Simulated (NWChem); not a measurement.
BeHOBr; SMILES [Br][Be][OH]

```xyz
4

Be    -0.0047     1.1475     0.0000
Br    -0.0023    -0.8269     0.0000
O     -0.0010     2.5265     0.0000
H      0.0123     3.4687     0.0000
```
Atoms are numbered in this order, from 1.

This is a stationary point of PBE0-D3(BJ)/def2-TZVP (NWChem), point group C*v. This build's default masses of Se (78.918 u) and Br (79.917 u) are each other's, which moves their modes by up to 0.6 %.

Problem. Is it a minimum? If not, what does it relax to?

Solution. No. It has an imaginary frequency of 305i cm⁻¹. Following that mode (on a finer grid) lowers the energy by 1.1 kcal/mol and ends, with real frequencies alone, at point group Cs:
```xyz
4

Be     0.0477     1.2081     0.0000
Br    -0.0839    -0.7586     0.0000
O      0.1980     2.6072     0.0000
H     -0.4333     3.3186     0.0000
```
